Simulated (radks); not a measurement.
Results of a calculation; reference values are marked as such.
Mean orbital radii <r> (bohr) of the antimony ion Sb+, [Kr] 4d10 5s2 5p2, at several levels of relativity; Dirac values are averaged over j with weights 2j + 1. Spin-unpolarised spherical Kohn-Sham, PBE, point nucleus unless stated (finite: rms radius 4.6802 fm), a radial shooting solver on a logarithmic mesh with Libxc functionals. A level marked "c x" has the speed of light scaled by that factor and shares open shells by 2j + 1; other Dirac levels either fill j = l - 1/2 first or share by 2j + 1.

| shell | non-rel. | Dirac, 2j+1 shares, finite nucleus | Dirac, c x 2 | Dirac, c x 10 | change of magnitude, last against first (%) |
|---|---|---|---|---|---|
| 1s | 0.02982 | 0.02842 | 0.02948 | 0.02981 | -0.05 |
| 2s | 0.1287 | 0.1222 | 0.1271 | 0.1286 | -0.05 |
| 2p | 0.1097 | 0.1069 | 0.1090 | 0.1097 | -0.02 |
| 3s | 0.3440 | 0.3302 | 0.3406 | 0.3438 | -0.04 |
| 3p | 0.3347 | 0.3284 | 0.3332 | 0.3347 | -0.02 |
| 3d | 0.3056 | 0.3055 | 0.3055 | 0.3056 | 0.00 |
| 4s | 0.8210 | 0.7908 | 0.8136 | 0.8207 | -0.04 |
| 4p | 0.8651 | 0.8519 | 0.8618 | 0.8650 | -0.02 |
| 4d | 1.020 | 1.029 | 1.022 | 1.020 | +0.01 |
| 5s | 2.242 | 2.159 | 2.222 | 2.241 | -0.04 |
| 5p | 2.693 | 2.671 | 2.687 | 2.693 | -0.01 |
